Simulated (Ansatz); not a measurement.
Basis-set extrapolation for `O[SiH](O)O[SiH](O)F` (PBE0-D4/def2-TZVP geometry, frozen core, Ansatz 0.2.0). Multiplicity 1, RHF reference.

|  | def2-TZVPP | def2-QZVPP |
| --- | --- | --- |
| HF | -980.244772 | -980.284394 |
| MP2 correlation | -1.430946 | -1.553980 |
| CCSD(T) correlation | -1.501671 | not run |

Energies in hartree. Use E(X) = E(∞) + A·exp(−7.88·√X) for Hartree–Fock and E(X) = E(∞) + B·X^(−2.97) for correlation, with X = 3 and 4, and add CCSD(T) minus MP2 of the smaller set to the MP2 limit.

Problem. What is the CCSD(T) energy at the basis-set limit?

Solution. HF limit: -980.284394 + (-0.039622) × 0.13774 = -980.28985. MP2 limit: -1.553980 + (-0.123034) × 0.74074 = -1.64512. Higher-order term: -1.501671 − (-1.430946) = -0.07072. Total: -982.00569 hartree, 680.7 kJ/mol below CCSD(T)/def2-TZVPP.
